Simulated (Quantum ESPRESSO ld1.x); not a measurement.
Question: All-electron atom: Pd28+ in [Ar] (the NIST ground configuration). All-electron calculation, scalar-relativistic Kohn-Sham, LDA (Slater exchange, VWN5 correlation), spin-polarised, spherical densities, point nucleus. Program: ld1.x of Quantum ESPRESSO 7.5. Some entries of the table are withheld. Estimate them.

orbital  occ.  eigenvalue (eV)  <r> (bohr)
1s          2         -25477.6     0.03189
2s          2              (1)      0.1372
2p          6              (2)      0.1195
3s          2              (3)      0.3439
3p          6         -1625.02      0.3351

Answer: 
(1) 2s eigenvalue (eV): -4845.05
(2) 2p eigenvalue (eV): -4491.02
(3) 3s eigenvalue (eV): -1738.61
